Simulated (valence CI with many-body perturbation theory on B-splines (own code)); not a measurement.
Values are calculated unless marked as measured or tabulated.
# Nb XX: what the settings do

Method: configuration interaction combined with many-body perturbation theory (CI+MBPT): four valence electrons over a frozen Dirac-Fock core [Ar], a basis of 6 s, 6 p, 5 d, 5 f, 1 g functions for each j, with the one-electron correlation potential Σ1, the two-electron term Σ2, the three-electron term Σ3, Breit, model QED; selected CI, second order for the rest, scaled by the run's own slope (own B-spline code, finite nucleus).

No measured levels were compared; by estimate terms of the open shell hold to 2 to 4 % of their energy, and close levels can change places. Only levels of the ground parity were solved; by the run's estimate the other parity begins above the list, which can be wrong where configurations are misplaced.

The reference run has the lowest level 3d⁴ ⁵D_0 and an ionisation energy of 816.045 eV. Its largest variational space holds 7965 state functions.

Names give the largest LS component (configuration and term), which can be under half, so a name can repeat, a term be missing and a line seem to break the LS rules; names also repeat where a configuration has a term twice.

Changed runs:
A. size limit of the variational space 10000 → 6000; scale of Σ1 1 → 0.8
B. scale of Σ1 1 → 0; scale of Σ2 1 → 0; three-electron term on → off
C. selection threshold (hartree) 2e-08 → 1e-06; QED terms on → off
D. start configuration 3d4 → 3s4 (bad on purpose)

Excitation energies of the reference run in cm⁻¹, and shifts in cm⁻¹:

| Level | Reference | A | B | C |
| --- | --- | --- | --- | --- |
| 3d⁴ ⁵D_1 | 8060 | -38 | -750 | -53 |
| 3d⁴ ⁵D_2 | 17032 | -70 | -1196 | -93 |
| 3d⁴ ⁵D_3 | 25503 | -91 | -1407 | -118 |
| 3d⁴ ⁵D_4 | 33027 | -102 | -1446 | -131 |
| 3d⁴ ³P_0 | 65833 | -67 | +1798 | -53 |
| 3d⁴ ³H_4 | 74048 | -72 | +596 | -68 |
| 3d⁴ ³P_1 | 87978 | -117 | +768 | -124 |
| 3d⁴ ³H_5 | 88126 | -115 | -499 | -128 |
| 3d⁴ ³G_3 | 88337 | -97 | +1571 | -96 |
| 3d⁴ ³F_2 | 91756 | -103 | +1311 | -105 |
| 3d⁴ ³H_6 | 94879 | -129 | -972 | -137 |
| 3d⁴ ³F_4 | 101914 | -151 | +105 | -164 |
| Ionisation energy (eV) | 816.045 | -0.493 | -9.170 | -0.031 |

Run D: It gave no result: a shell was given more electrons than it holds. The program said: "a valence shell holds more than 4l+2 electrons".
